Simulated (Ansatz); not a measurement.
## Energy differences in CrF (charge +1)

Program: Ansatz, Gaussian basis, development build. Basis cc-pwCVTZ-DK on Cr, cc-pVTZ-DK on F, scalar X2C without spin–orbit coupling, 6 orbitals frozen in the corrections; active space CAS(12,10). Restricted Hartree–Fock, then the lowest state-specific CASSCF solution met for each case. Coupled cluster stands on the determinant that it favours, not always the lowest RHF. On stretched bonds single-reference methods can fail or change state. Unlike active orbitals can shift such differences by tenths of an eV, at times by over 1 eV.

Case A, septet: bond length 1.7840 Å.

Case B, quintet: the shape of A.

Energy less that of case A, in eV:

| case | RHF/ROHF | CASSCF | CCSD(T) |
| --- | --- | --- | --- |
| B | -3.442 | -4.456 | -4.401 |

(1) What does SC-NEVPT2 give for these differences?

(2) Which case is lowest, and do the methods agree?

Results:

(1) B: -4.108 eV (-94.7 kcal/mol).

(2) B is lowest in SC-NEVPT2. Of the methods shown, RHF/ROHF, CASSCF, CCSD(T) agree.
